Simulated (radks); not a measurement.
Effect of the nuclear size on neutral tellurium, [Kr] 4d10 5s2 5p4. Calculated with a radial shooting solver on a logarithmic mesh with Libxc functionals: Dirac Kohn-Sham, PBE, spin-unpolarised, spherical densities, finite nucleus; open shells are shared between the two j in proportion to 2j + 1; Fermi nuclear charge, rms radius 4.7423 fm. The rms radius is varied about that value; shifts are against it.

rms radius (fm),total energy shift (eV),density at nucleus (e/bohr^3),1s1/2 shift (meV),2s1/2 shift (meV),4s1/2 shift (meV),4p1/2 shift (meV),5s1/2 shift (meV)
3.9219,-1.68,2.353e+05,-705,-82.0,-3.24,0.250,-0.369
4.3392,-0.861,2.313e+05,-360,-41.9,-1.66,0.128,-0.188
4.7423,0,2.28e+05,0.000,0.000,0.000,0.000,0.000
5.1976,1.05,2.245e+05,439,51.1,2.02,-0.155,0.230
5.2308,1.13,2.243e+05,472,55.0,2.17,-0.167,0.247

Slopes of the eigenvalues against <r^2> in GHz/fm^2, as finite differences over the two radii next to the reference (eigenvalue slopes, not the field-shift constants of lines): 1s1/2 23600, 2s1/2 2750, 4s1/2 109, 4p1/2 -8.37, 5s1/2 12.3.
